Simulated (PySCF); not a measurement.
C5H8F2OSi.
Cartesian coordinates in Å at the GFN2-xTB level; atoms count from 1:
```
atom  x, y, z in Å
C1    -1.609   -1.690   -0.914
C2    -1.200   -0.509   -0.442
Si3   -2.459    0.817    0.051
C4     0.227   -0.264   -0.321
C5     0.746    0.862    0.158
O6     2.083    1.172    0.311
C7     2.993    0.188    0.164
F8     4.167    0.640    0.625
F9     3.202   -0.130   -1.141
H10   -0.918   -2.467   -1.205
H11   -2.654   -1.923   -1.028
H12   -2.244    2.025   -0.748
H13   -2.311    1.123    1.476
H14   -3.798    0.283   -0.202
H15    0.871   -1.066   -0.661
H16    0.152    1.703    0.480
H17    2.743   -0.753    0.693
```

The closed-shell SCF was solved with PySCF and density fitting under several settings on one GFN2-xTB geometry (grid level 2 and gas phase unless stated).

| settings | basis functions | SCF cycles | E (Eh) | HOMO (eV) | LUMO (eV) | dipole (D) |
| --- | --- | --- | --- | --- | --- | --- |
| PBE0/pcSseg-1 | 200 | 14 | -759.0157 | -6.96 | -1.11 | 2.45 |
| PBE0/def2-SVPD | 257 | 14 | -758.6600 | -7.00 | -1.16 | 2.45 |
| LC-wPBE/pcSseg-1, level shift 0.2 Eh | 200 | 14 | -759.2681 | -9.49 | 1.08 | 2.60 |

Task: Estimate the rows for these settings: (1) PBE0/ANO-RCC-VDZP, IEF-PCM acetone, grid level 1, fitting basis def2-universal-jkfit; (2) LDA/MINI, energy threshold 1e-06 Eh.

Result: 
```json
{"settings": "PBE0/ANO-RCC-VDZP, IEF-PCM acetone, grid level 1, fitting basis def2-universal-jkfit", "basis functions": "170", "SCF cycles": "11", "E (Eh)": "-759.1022", "HOMO (eV)": "-6.69", "LUMO (eV)": "-0.77", "dipole (D)": "3.13"}
{"settings": "LDA/MINI, energy threshold 1e-06 Eh", "basis functions": "57", "SCF cycles": "9", "E (Eh)": "-749.9150", "HOMO (eV)": "-7.72", "LUMO (eV)": "-3.88", "dipole (D)": "1.50"}
```

Task: Over all rows, what range does the HOMO–LUMO gap span?

Result: From 3.84 eV (LDA/MINI, energy threshold 1e-06 Eh) to 10.57 eV (LC-wPBE/pcSseg-1, level shift 0.2 Eh). The functional of the narrowest has no exact exchange, that of the widest range-separated exact exchange.

Task: And the dipole moment?

Result: From 1.50 D (LDA/MINI, energy threshold 1e-06 Eh) to 3.13 D (PBE0/ANO-RCC-VDZP, IEF-PCM acetone, grid level 1, fitting basis def2-universal-jkfit); the largest is 2.09 times the smallest, and the median is 2.45 D.

Task: Compare two rows with the functional PBE0: PBE0/pcSseg-1 and PBE0/def2-SVPD. Which energy is lower, and by how much?

Result: PBE0/pcSseg-1 (200 functions) lies 0.3557 Eh or 223 kcal/mol below PBE0/def2-SVPD (257 functions). The smaller set gives the lower energy; the two sets aren't nested, so the variational bound doesn't order them by size.

Whole jobs, the steps after the SCF included, on Arm Neoverse N1, one thread, on a shared host:

```tsv
settings	work after the SCF	wall time	peak memory
PBE0/pcSseg-1	shieldings, charges and field gradients	56 s	0.88 GiB
PBE0/def2-SVPD	6 singlets by full TDDFT, 2 Tamm–Dancoff triplets, polarisability	96 s	1.1 GiB
LC-wPBE/pcSseg-1, level shift 0.2 Eh	spin–spin couplings from 11 perturbed nuclei, spin–dipole term for 3 of them	2.3 min	1.0 GiB
PBE0/ANO-RCC-VDZP, IEF-PCM acetone, grid level 1, fitting basis def2-universal-jkfit	spin–spin couplings from 11 perturbed nuclei, spin–dipole term for 3 of them	83 s	0.97 GiB
LDA/MINI, energy threshold 1e-06 Eh	spin–spin couplings from 11 perturbed nuclei, spin–dipole term for 3 of them	11 s	0.41 GiB
```

Cycle counts include a coarse-grid stage where the run had one. ANO-RCC sets were contracted for a scalar-relativistic Hamiltonian, but ran non-relativistically here. The species at its GFN2-xTB geometry (one conformer only).
